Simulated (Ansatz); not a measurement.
Total energies of trimethylaluminium (TMA).

Z-matrix (Å, degrees):
```
C
Al 1 1.959
H 1 1.094 2 112.6
H 1 1.097 2 109.9 3 -118.5
H 1 1.094 2 112.7 3 122.8
C 2 1.959 1 119.9 3 31.3
C 2 1.959 1 120.0 3 -152.1
H 6 1.097 2 109.9 1 86.5
H 6 1.094 2 112.6 1 -32.0
H 6 1.094 2 112.8 1 -154.8
H 7 1.097 2 109.9 1 -88.7
H 7 1.094 2 112.7 1 152.8
H 7 1.094 2 112.7 1 30.0
```

Charge 0, multiplicity 1. The geometry is a stationary point of PBE0-D4/def2-TZVP. Basis def2-TZVPP, the Gaussian-basis code of Ansatz.

RPA on PBE orbitals: Hartree–Fock energy of these orbitals -360.79141 Eh, correlation -1.09145 Eh (frozen core).

```
 functional  energy without D4 (Eh)  D4 term (kJ/mol)
LDA (SPW92)              -360.01345                 –
    ωB97M-V              -362.13705                 –
```

Task: Give the same for PBE, revPBE, BLYP, r2SCAN, B97M-V, PBE0, B3LYP, r2SCANh, r2SCAN0, HSE06 (plane-wave form), BHLYP, CAM-B3LYP, LC-ωPBE, ωB97X-V, B2PLYP, PBE-QIDH. (Best estimate.)

Result: Computed: 
```tsv
functional	energy without D4 (Eh)	D4 term (kJ/mol)
PBE	-361.91742	-19.4
revPBE	-362.14472	-58.4
BLYP	-362.16074	-41.9
r2SCAN	-362.13095	-5.1
B97M-V	-362.18343	–
PBE0	-361.96780	-16.6
B3LYP	-362.27313	-31.0
r2SCANh	-362.12548	-5.4
r2SCAN0	-362.11801	-6.0
HSE06 (plane-wave form)	-361.95357	-15.5
BHLYP	-362.15860	-23.9
CAM-B3LYP	-362.16803	-16.8
LC-ωPBE	-362.08381	–
ωB97X-V	-362.16133	–
B2PLYP	-361.99852	–
PBE-QIDH	-361.86444	–
```

B3LYP takes the VWN-RPA correlation (the form of Gaussian; ORCA's B3LYP/G). HSE06 is the plane-wave form, built on full-range PBE exchange. The double hybrids freeze the cores in their second-order part.

LC-ωPBE has ω = 0.4 bohr⁻¹.
